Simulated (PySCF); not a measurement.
Carbon: a sound run and one with changed settings

Sound run: C⁺ [He] 2s2 2p1, C²⁺ [He] 2s2. All numbers are calculated (PySCF 2.14, no relativity, point nucleus, in def2-SVP). The sound run starts from symmetry-adapted Hartree-Fock orbitals and uses a fine grid where one is needed.

Changed run: radial step 0.5 in ln r (0.13 in the sound run). This setting is unsound on purpose.

```csv
species,method,sound run (hartree),changed run (hartree),converged
C⁺,UHF,-37.24419,-37.24419,yes
C⁺,PBE0,-37.33501,-37.33682,yes
C⁺,LDA,-36.99066,-36.99406,yes
C²⁺,UHF,-36.35086,-36.35086,yes
C²⁺,PBE0,-36.41693,-36.41800,yes
C²⁺,LDA,-36.07592,-36.07850,yes
```

Ionisation energy of C⁺:

| method | sound run (eV) | changed run (eV) |
| --- | --- | --- |
| UHF | 24.309 | 24.309 |
| PBE0 | 24.982 | 25.003 |
| LDA | 24.891 | 24.914 |

A coarse radial grid mis-integrates the density and the exchange-correlation energy, with errors of either sign; Hartree-Fock needs no grid.

For comparison, NIST gives 24.383 eV between the lowest levels.
